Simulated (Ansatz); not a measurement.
Program: Ansatz. Geometries: PBE0-D4/def2-TZVP. ΔE: electronic, gas phase. CCSD(T)/CBS adds triple-zeta CCSD(T) − MP2 to the extrapolated MP2 energy (def2 sets, frozen cores). This one scheme is used for every species. Functionals use def2-TZVPP. B3LYP here is the variant with VWN-RPA as its local correlation; programs differ in this. Each species was taken in one conformer, which may not be the lowest.

Consider the substitution at a C–B bond: `CC(=N)BCl` + `C=N` → `C=NC(C)=N` + `BCl`.

```
         level  ΔE (kJ/mol)  difference from CCSD(T)/CBS
     r2SCAN-D4          8.1                         -9.9
      B3LYP-D4         11.3                         -6.7
       ωB97X-V         11.2                         -6.8
        B2PLYP         11.7                         -6.3
           PBE          9.8                         -8.2
          PBE0         10.7                         -7.3
 HF/def2-TZVPP          8.7                         -9.3
MP2/def2-QZVPP         13.0                         -5.0
  HF/CBS(def2)          8.4                         -9.6
CCSD/CBS(def2)         18.1                          0.1
   CCSD(T)/CBS         18.0                            0
```

Largest T1 diagnostic among the species: 0.013.

In def2-TZVPP, CCSD(T) changes the Hartree–Fock value by +8.4 kJ/mol (the triples alone add −0.1 kJ/mol) and MP2 by +3.9 kJ/mol.
